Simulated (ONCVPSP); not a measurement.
**aluminium (Al): one change to an ONCV potential, before and after**

| Quantity | Value |
| --- | --- |
| Element | aluminium (Al) |
| Generator | ONCVPSP 4.0.1 |
| Type | optimised norm-conserving Vanderbilt (ONCV) |
| Functional | PBE |
| Relativity | scalar-relativistic |
| Frozen core | [Ne] |
| Valence charge | 3 |
| Reference configuration | 3s1 (charge +2) |
| Partial waves | 3s: rc 1.90 bohr, ncon 4, nbas 9, qcut 4.2 1/bohr, 1 projector; p scattering state at 0.11 Ha: rc 1.55 bohr, ncon 4, nbas 7, qcut 4.4 1/bohr, local; d scattering state at 0.32 Ha: rc 2.00 bohr, ncon 3, nbas 6, qcut 5.5 1/bohr, 3 projectors, debl 3.4 Ha |
| Local potential | the p channel |
| Core correction | Teter function fitted to the true core (icmod 2), fcfact 0.2 |

In the p channel the program set the typed energies aside and used 0.050 Ha. In the d channel the program set the typed energies aside and used 0.050, 3.450, 6.850 Ha.

Change: p: nproj 1; local potential polynomial inside 1.00 bohr (lpopt 5, dvloc0 0 Ha).

Cutoffs: the cutoffs (Ha) at which the residual kinetic energy of the hardest occupied pseudo-wave falls to 1 and 0.1 mHa per electron; they do not see the model core or the augmentation charge, which bear on the density cutoff. Errors are all-electron minus pseudo energies relative to the spin-unpolarised reference configuration.

**Question.** What does the change do?

**Answer.** The potential gets neither clearly harder nor softer (6.5 Ha and 8.5 Ha → 6.5 Ha and 8.5 Ha); a bound ghost appears in s, which as a rule spoils a file; the number of tests with a reliable result goes from 4 to 0; the range in which the s phases agree narrows (upper end 1.5 → -0.7); the range in which the p phases agree narrows (upper end 2.5 → 1.2). In the separable form a ghost depends on how the local part lies against the semilocal potential of the channel, so the choice of the local part can create or remove one.

| quantity | base | changed |
| --- | --- | --- |
| cutoff, loose | 6.5 Ha | 6.5 Ha |
| cutoff, tight | 8.5 Ha | 8.5 Ha |
| bound ghosts | none | s |
| GHOST(+) flags under 300 eV | none | none |
| tests with a reliable result | 4 of 4 | 0 of 4 |
| s: phases at 1.93 bohr within 0.05 rad from the reference energy up to (Ha; the scan ends near 5) | 1.5 | -0.7 |
| p: phases at 1.57 bohr within 0.05 rad from the reference energy up to (Ha; the scan ends near 5) | 2.5 | 1.2 |
| d: phases at 2.03 bohr within 0.05 rad from the reference energy up to (Ha; the scan ends near 5) | to the end of the scan | to the end of the scan |
| rms error of d²Exc/dni dnj with the model core, mHa | 14.56 | 14.56 |

Base: The cutoffs count occupied waves only; projector 2 of the d channel, the hardest unoccupied one, needs 27 Ha at the loose tolerance. Changed file: The cutoffs count occupied waves only; projector 2 of the d channel, the hardest unoccupied one, needs 27 Ha at the loose tolerance. A true bound ghost makes a file unfit for plane-wave use even where its test errors are small: the radial tests pick states by their node count and pass the ghost by.
